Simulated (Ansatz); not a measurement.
Ansatz (a first-principles code) input for Y(F)3 cation (F₃Y), SMILES [Y]([F])([F])[F] (connectivity only; charge and spin as stated), charge +1, multiplicity 2, PBE-D3(BJ)/def2-TZVP. 

Ansatz 0.2 input:
```yaml
crystal:
  periodic: [false, false, false]
  atoms:
    - {symbol: Y, position_ang: [-0.00000000, -0.00000000, -0.48910052]}
    - {symbol: F, position_ang: [1.46087216, -0.84343493, 0.70647853]}
    - {symbol: F, position_ang: [-1.46087215, -0.84343492, 0.70647855]}
    - {symbol: F, position_ang: [0.00000002, 1.68686987, 0.70647853]}
basis:
  gaussian:
    orbitals: def2-TZVP
hamiltonian:
  xc: pbe
  dispersion: d3bj
total_charge: 1
magnetization: {spin_polarized: true, initial_magnetization: 1}
relax: {f_tol: 0.002, max_steps: 200}
```

It prints:

```
WARN ansatz: RAYON_NUM_THREADS=1 ignored (pool sized by the plan → 1); use --threads N
Functional definition: PBE
integrals: 0.04 GiB planned
804 factors; their error is unknown
mean field: 0.43 GiB planned
mean field evaluation 1: about -9166.7728 eV, gradient 7.8e1 eV
mean field evaluation 2: about -8629.4898 eV, gradient 3.5e2 eV
mean field evaluation 4: about -9179.0006 eV, gradient 3.8e1 eV
mean field evaluation 8: about -9182.1101 eV, gradient 2.3e1 eV
mean field evaluation 16: about -9184.6451 eV, gradient 2.2e-3 eV
mean field evaluation 32: about -9184.2593 eV, gradient 8.7e0 eV
mean field evaluation 64: about -9184.5347 eV, gradient 1.8e-1 eV
mean field evaluation 96: about -9184.2606 eV, gradient 8.8e0 eV
mean field evaluation 128: about -9184.5262 eV, gradient 3.7e0 eV
mean field -9184.64513213 eV, -337.5294830299 hartree, gradient 2.0e-6 eV, S^2 0.754991; 11 other end points of the search recorded, 0 dependent functions left out
the calculation of the forces begins
reference -9184.64520835 eV, -337.5294858309 hartree; 19, 18 occupied and 114, 115 virtual orbitals, 804 factors
relax step   1: F+E_penalty+E_count = -9184.68767133 eV  Δ(F+E_penalty+E_count) = +0.000e0 eV  max|allowed force component| = 1.818e0 eV/Å  Δτ_max = 0.0000 Å  (576 SCF iters, accepted)
these checks for a lower state are left out or cut short: starts, cluster_reference, orbital_swaps, neighbouring_geometries, increment
integrals: 0.04 GiB planned
804 factors; their error is unknown
mean field: 0.42 GiB planned
mean field -9184.77505914 eV, -337.5342577591 hartree, gradient 1.2e-5 eV, S^2 0.754480; 0 other end points of the search recorded, 0 dependent functions left out
the calculation of the forces begins
reference -9184.77513617 eV, -337.5342605900 hartree; 19, 18 occupied and 114, 115 virtual orbitals, 804 factors
relax step   2: F+E_penalty+E_count = -9184.81692469 eV  Δ(F+E_penalty+E_count) = -1.293e-1 eV  max|allowed force component| = 2.123e-1 eV/Å  Δτ_max = 0.1268 Å  (49 SCF iters, accepted)
these checks for a lower state are left out or cut short: starts, cluster_reference, orbital_swaps, neighbouring_geometries, increment
integrals: 0.04 GiB planned
804 factors; their error is unknown
mean field: 0.42 GiB planned
mean field evaluation 160: about -9184.7991 eV, gradient 1.5e-1 eV
mean field -9184.79933150 eV, -337.5351497519 hartree, gradient 1.3e-5 eV, S^2 0.754356; 0 other end points of the search recorded, 0 dependent functions left out
the calculation of the forces begins
reference -9184.79940959 eV, -337.5351526217 hartree; 19, 18 occupied and 114, 115 virtual orbitals, 804 factors
relax step   3: F+E_penalty+E_count = -9184.84053601 eV  Δ(F+E_penalty+E_count) = -2.361e-2 eV  max|allowed force component| = 1.142e-1 eV/Å  Δτ_max = 0.0684 Å  (46 SCF iters, accepted)
these checks for a lower state are left out or cut short: starts, cluster_reference, orbital_swaps, neighbouring_geometries, increment
integrals: 0.04 GiB planned
804 factors; their error is unknown
mean field: 0.42 GiB planned
mean field -9184.80839577 eV, -337.5354828577 hartree, gradient 2.7e-6 eV, S^2 0.754242; 0 other end points of the search recorded, 0 dependent functions left out
the calculation of the forces begins
reference -9184.80847459 eV, -337.5354857544 hartree; 19, 18 occupied and 114, 115 virtual orbitals, 804 factors
relax step   4: F+E_penalty+E_count = -9184.84899059 eV  Δ(F+E_penalty+E_count) = -8.455e-3 eV  max|allowed force component| = 6.978e-2 eV/Å  Δτ_max = 0.0680 Å  (51 SCF iters, accepted)
these checks for a lower state are left out or cut short: starts, cluster_reference, orbital_swaps, neighbouring_geometries, increment
integrals: 0.04 GiB planned
804 factors; their error is unknown
mean field: 0.42 GiB planned
mean field evaluation 192: about -9184.8148 eV, gradient 1.1e-2 eV
mean field -9184.80889115 eV, -337.5355010628 hartree, gradient 9.1e-6 eV, S^2 0.754189; 0 other end points of the search recorded, 0 dependent functions left out
the calculation of the forces begins
reference -9184.80897004 eV, -337.5355039617 hartree; 19, 18 occupied and 114, 115 virtual orbitals, 804 factors
relax step   5: F+E_penalty+E_count = -9184.84936991 eV  Δ(F+E_penalty+E_count) = -3.793e-4 eV  max|allowed force component| = 2.625e-2 eV/Å  Δτ_max = 0.0203 Å  (46 SCF iters, accepted)
these checks for a lower state are left out or cut short: starts, cluster_reference, orbital_swaps, neighbouring_geometries, increment
integrals: 0.04 GiB planned
804 factors; their error is unknown
mean field: 0.42 GiB planned
mean field -9184.80891632 eV, -337.5355019876 hartree, gradient 4.3e-6 eV, S^2 0.754200; 0 other end points of the search recorded, 0 dependent functions left out
the calculation of the forces begins
reference -9184.80899521 eV, -337.5355048868 hartree; 19, 18 occupied and 114, 115 virtual orbitals, 804 factors
relax step   6: F+E_penalty+E_count = -9184.84940209 eV  Δ(F+E_penalty+E_count) = -3.217e-5 eV  max|allowed force component| = 5.554e-4 eV/Å  Δτ_max = 0.0028 Å  (49 SCF iters, accepted)
integrals: 0.04 GiB planned
804 factors; their error is unknown
mean field: 0.42 GiB planned
mean field evaluation 224: about -9167.7361 eV, gradient 7.7e1 eV
mean field evaluation 256: about -9184.7602 eV, gradient 2.6e-1 eV
mean field evaluation 288: about -9184.5163 eV, gradient 9.8e-2 eV
mean field evaluation 320: about -9184.7563 eV, gradient 2.3e-1 eV
mean field evaluation 352: about -9184.3278 eV, gradient 4.2e0 eV
mean field -9184.80891632 eV, -337.5355019876 hartree, gradient 4.3e-6 eV, S^2 0.754200; 12 other end points of the search recorded, 0 dependent functions left out
the calculation of the forces begins
reference -9184.80899521 eV, -337.5355048868 hartree; 19, 18 occupied and 114, 115 virtual orbitals, 804 factors
Total energy: -9184.84948098 eV, -337.5369927114 hartree
Atom 0 at     0.000000    -0.000075    -0.208398 Å, force     0.000000     0.000229     0.000555 eV/Å
Atom 1 at     1.613345    -0.931359     0.612889 Å, force    -0.000256     0.000095    -0.000152 eV/Å
Atom 2 at    -1.613345    -0.931359     0.612889 Å, force     0.000256     0.000095    -0.000152 eV/Å
Atom 3 at     0.000000     1.862793     0.612956 Å, force     0.000000    -0.000418    -0.000252 eV/Å
Dipole moment:    -0.000000    -0.000050    -1.101168 e Å
```

The run converged.

Cost: roughly 100 core-seconds.
